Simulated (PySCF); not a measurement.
Predicted microwave data (PySCF, PBE0-D3(BJ)/def2-SVP geometry optimisation, gas phase) for one isomer of C3H9BS:

* Rotational constants: A = 14278, B = 1667, C = 1541 MHz
* Dipole components: |μa| = 1.91 D, |μb| = 0.56 D, |μc| = 0.09 D
* Inertial defect: -10.50 u·Å²
* κ: -0.98

Problem. Which candidate fits, each taken in the one conformer that was computed?
A. `[BH2:1][S:2][CH2:3][CH2:4][CH3:5]` with H–B1–S2–C3 -1° and 179°, B1–S2–C3–C4 167°, S2–C3–C4–C5 -179°
B. BMe2(SMe) (`CB(C)SC`)
C. `[CH3:1][CH2:2][BH:3][S:4][CH3:5]` with C1–C2–B3–S4 129°, C2–B3–S4–C5 178°

Solution. A. It is BSCCC, a near-prolate asymmetric top, point group C1. The candidates at the same level (rigid rotor, commonest isotopes):

```csv
SMILES,A (MHz),B (MHz),C (MHz),μa (D),μb (D),μc (D),Δ (u·Å²),point group,rotor
CSB(C)C,5722,2785,1942,0.43,1.45,0.00,-9.48,Cs,asymmetric top
CCBSC,12259,1590,1507,0.69,0.78,0.18,-23.67,C1,near-prolate asymmetric top
BSCCC,14278,1667,1541,1.91,0.56,0.09,-10.50,C1,near-prolate asymmetric top
```

`CCBSC` has A 14 % too low; `CSB(C)C` has B 67 % too high. No structure here is proved a minimum.
